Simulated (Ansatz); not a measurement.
Br$_{2}$ClH$_{2}$HfN (`[NH2][Hf]([Cl])([Br])[Br]`), 7 atoms. Total charge 0; spin multiplicity 1. Correlated methods include outer-core shells of Br, Hf, which these sets cover unevenly. Scalar relativity is left out up to krypton. Hf: def2 effective core potential. All runs use 4 threads of an Arm Neoverse V2 on a shared host. Correlated methods freeze the cores.

Question: How many basis functions does each run have, and how long does it take in Ansatz? RKS PBE0-D4/def2-QZVPP energy; RKS PBE0-D4/def2-TZVP relaxation (45 steps); RKS ωB97M-V/def2-QZVPP energy; RKS PBE0-D4/def2-SVP energy; RKS PBE0-D4/def2-TZVP frequencies; RHF-CCSD(T)/def2-SVP energy; RKS BLYP-D4/def2-TZVPP energy; RKS CAM-B3LYP-D4/def2-TZVPP energy; direct RPA on PBE orbitals/def2-TZVPP energy; RKS B2PLYP (frozen core)/def2-TZVPP energy; RHF-MP2/def2-QZVPP energy; RKS r2SCAN0-D4/def2-TZVPP energy. (An estimate is asked.)

Answer: Computed: Other jobs shared the machine, so times are rough.

```
                                level                    job  functions  wall time  peak host memory (GiB)
                 RKS PBE0-D4/def2-SVP                 energy        138      2.3 s                    0.48
               RKS BLYP-D4/def2-TZVPP                 energy        253      3.1 s                    0.42
          RKS CAM-B3LYP-D4/def2-TZVPP                 energy        253      6.5 s                     1.3
direct RPA on PBE orbitals/def2-TZVPP                 energy        253        8 s                    0.73
  RKS B2PLYP (frozen core)/def2-TZVPP                 energy        253        9 s                    0.82
            RKS r2SCAN0-D4/def2-TZVPP                 energy        253      9.5 s                     1.2
               RKS PBE0-D4/def2-QZVPP                 energy        446       14 s                     2.5
                   RHF-MP2/def2-QZVPP                 energy        446       25 s                     2.6
                 RHF-CCSD(T)/def2-SVP                 energy        138       28 s                       1
               RKS ωB97M-V/def2-QZVPP                 energy        446       30 s                     2.8
                RKS PBE0-D4/def2-TZVP            frequencies        216    3.1 min                    0.86
                RKS PBE0-D4/def2-TZVP  relaxation (45 steps)        216    4.1 min                    0.86
```
